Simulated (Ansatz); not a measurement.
Species: trifluorogermane, sum formula GeHF$_{3}$ (charge 0, singlet). 
Coordinates optimised at B3LYP-D3(BJ)/def2-TZVP (Ansatz, a program for electronic structure):
```
Ge
F 1 1.7176
F 1 1.7176 2 106.40
F 1 1.7176 2 106.40 3 -113.16
H 1 1.5172 2 112.39 4 -123.42
```

Property: vertical ionisation energy (to the doublet state of charge +1; each state is the SCF solution reached for its spin; the molecule has degenerate orbitals, so one determinant may break the symmetry), in eV. Valence correlation only, unless marked. Open shells are spin-unrestricted. Spin-orbit coupling is left out. The frozen core is the preceding noble-gas configuration, with the filled d and f shells of earlier blocks. Non-relativistic. Basis-set limits of correlation are two-point, X^-3; Hartree-Fock from the larger set.

CCSD(T)/CBS(aug-cc-pVTZ,aug-cc-pVQZ) (Ansatz) gives 14.69 eV.

Task: Another calculation gave 13.24 eV. Which level was it?
A. SVWN5/def2-TZVPD (Ansatz)
B. B2PLYP/def2-TZVPD (Ansatz)
C. wB97X-V/def2-TZVPD (Ansatz)
D. PBE/def2-TZVPD (Ansatz)

Result: D, PBE/def2-TZVPD (Ansatz). The others give 14.30 (wB97X-V), 14.13 (B2PLYP), 13.46 (SVWN5) eV.
